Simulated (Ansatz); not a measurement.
`CC(Cl)BS` + HBr → `CC(Br)BS` + HCl  (substitution at a C–Cl bond)

Computed with Ansatz on PBE0-D4/def2-TZVP structures; ΔE is electronic, products minus reactants. CCSD(T)/CBS is the MP2 limit (def2-TZVPP, def2-QZVPP) plus CCSD(T) − MP2 in def2-TZVPP, frozen cores. This one scheme is used for every species. Functionals use def2-TZVPP. For Br outer-core shells are correlated without core-valence functions, which leaves a few kJ/mol of doubt a bond. Scalar relativity is left out up to krypton. Each species was taken in one conformer, which may not be the lowest.

```csv
level,ΔE (eV)
PBE0-D4,-0.15
ωB97M-V,-0.13
PBE0,-0.13
HF/def2-TZVPP,-0.10
MP2/def2-TZVPP,-0.21
CCSD/def2-TZVPP,-0.17
MP2/def2-QZVPP,-0.21
SCS-MP2/def2-QZVPP,-0.18
```

Q: What does CCSD(T)/CBS give? (Estimate.)

A: Computed: -0.17 eV. The listed levels differ from it by 0.02, 0.04, 0.04, 0.07, -0.04, 0.00, -0.04, -0.01 eV.

Largest T1 diagnostic among the species: 0.012.

In def2-TZVPP, CCSD(T) changes the Hartree–Fock value by −0.08 eV (the triples alone add −0.01 eV) and MP2 by −0.11 eV.
